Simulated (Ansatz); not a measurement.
Relaxation of C₂H₈BrNSi (13 atoms, charge 0, multiplicity 1), to a largest force component of 0.015 eV/Å in at most 40 steps.

The calculation used RKS PBE0/def2-mTZVP (Ansatz 0.2.0).

```xyz
13
Properties=species:S:1:pos:R:3
C -1.663 -0.007 -0.526
C -0.411 -0.752 -0.557
Br 0.399 -0.491 -2.336
Si 0.915 -0.319 0.748
N 1.331 1.294 0.719
H -1.546 1.130 -0.670
H -2.214 -0.100 0.415
H -2.342 -0.274 -1.347
H -0.630 -1.803 -0.478
H 2.090 -1.108 0.621
H 0.295 -0.586 2.127
H 1.804 1.513 -0.134
H 1.991 1.468 1.435
```

**Question.** Where does it end, and by what steps?

**Answer.** The forces met the threshold. After 7 steps the energy has fallen by 0.489 eV; H13 moved furthest, 0.46 Å.

```tsv
step	energy less start (eV)	largest force component (eV/Å)	accepted
0	0.0000	3.064	yes
1	-0.3827	1.226	yes
2	-0.4564	0.665	yes
3	-0.4727	0.339	yes
4	-0.4822	0.172	yes
5	-0.4867	0.101	yes
6	-0.4880	0.098	yes
7	-0.4885	0.015	yes
```

```xyz
13
Properties=species:S:1:pos:R:3
C -1.655 0.049 -0.481
C -0.397 -0.782 -0.563
Br 0.496 -0.488 -2.311
Si 0.911 -0.393 0.748
N 1.388 1.254 0.607
H -1.428 1.116 -0.499
H -2.169 -0.168 0.462
H -2.343 -0.174 -1.299
H -0.628 -1.848 -0.573
H 1.992 -1.410 0.596
H 0.306 -0.537 2.103
H 1.898 1.571 -0.205
H 1.650 1.776 1.430
```

Whether the end is a true minimum wasn't checked by a vibrational analysis.

Run time: 38 s on 2 threads of Intel(R) Xeon(R) Platinum 8488C (Sapphire Rapids), with other jobs on the host, peak memory 0.43 GiB.
